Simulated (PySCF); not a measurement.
## Field gradients at the hydrogen positions

C5H7F3O.
Structure used (GFN2-xTB), in Å, numbered top down from 1:
```
atom  x, y, z in Å
C1    -2.049    0.113    0.419
C2    -0.793   -0.227   -0.357
O3    -0.454   -1.620   -0.331
C4     0.846   -1.361    0.191
C5     0.548    0.138    0.311
C6     1.451    1.070   -0.461
F7     1.636    0.696   -1.733
F8     0.958    2.320   -0.499
F9     2.672    1.158    0.092
H10   -2.904   -0.359   -0.055
H11   -1.972   -0.254    1.440
H12   -2.193    1.190    0.430
H13   -0.872    0.129   -1.392
H14    1.026   -1.886    1.131
H15    1.630   -1.612   -0.530
H16    0.461    0.515    1.331
```

Level: PBE0/pcSseg-1 (PySCF, non-relativistic); Q(2H) = 0.00286 b; rigid geometry, the same for H and D, with no vibrational averaging.

Question: Rank these positions by the coupling χzz of a deuteron there, largest first.
A. H15 (methylene hydrogen)
B. H10 (methyl hydrogen)
C. H13 (methine hydrogen)
D. H14 (methylene hydrogen)

Answer: B (212 kHz), D (199 kHz), A (195 kHz), C (190 kHz).

Q: What are Vzz, η and χzz (234.96 MHz × Q × Vzz) at all hydrogens?

A: 
```tsv
atom	bonded to	bond length (Å)	Vzz (au)	η	χzz (kHz)
H10	C1	1.086	0.3157	0.02	212
H11	C1	1.087	0.3138	0.03	211
H12	C1	1.087	0.3144	0.02	211
H13	C2	1.097	0.2828	0.02	190
H14	C4	1.092	0.2967	0.04	199
H15	C4	1.094	0.2902	0.03	195
H16	C5	1.090	0.3001	0.05	202
```

Q: How does χzz go with the bond length over the 7 C–H bonds?

A: A straight-line fit has a slope of -21.5 kHz for each 0.01 Å, with a correlation coefficient of -0.99, over lengths from 1.086 to 1.097 Å. The longer bonds have the smaller couplings here.

Q: A static deuteron (I = 1) shows a doublet split by (3/2)χ, (3/4)χ(1 + η) and (3/4)χ(1 − η) with the field along z, y and x of the gradient. What are these for H14?

A: With |χ| = 199.4 kHz and η = 0.039: 299, 155 and 144 kHz, to first order and without motion.

Geometry: GFN2-xTB; no solvent, vibrations or thermal averaging. GFN2-xTB bond lengths can be off by several hundredths of an ångström, more for odd bonds, and the gradients follow them. A larger basis could move these couplings by a tenth or more.
